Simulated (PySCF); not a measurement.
I₄Sn, SMILES [I][Sn-]([I])([I])[I] (connectivity only; charge and spin as stated), charge -1, multiplicity 2. Atoms are numbered in the order given.

```xyz
5

Sn     0.0000     0.0000     0.0000
I      1.6707     1.6707     1.6707
I     -1.6707     1.6707    -1.6707
I     -1.6707    -1.6707     1.6707
I      1.6707    -1.6707    -1.6707
```
Charge -1, spin multiplicity 2.

The structure is a stationary point at PBE-D3(BJ)/def2-SVPD. The def2 effective core potentials stand for the cores of I, Sn; spin–orbit coupling is left out.

Level of theory: PySCF with PBE-D3(BJ)/def2-SVPD.

Frequencies are harmonic and unscaled.

Modes within 1.5 cm⁻¹ of each other (mostly degenerate sets) share a row, with their intensities summed.

Computed normal modes with their intensities:
```tsv
mode	ν (cm⁻¹)	IR (km/mol)	moving atoms (share of kinetic energy)
1–5	28	0.1	I 100 %
6	110	0.0	I 100 %
7–9	157	110.2	Sn 66 %, I 34 %
```
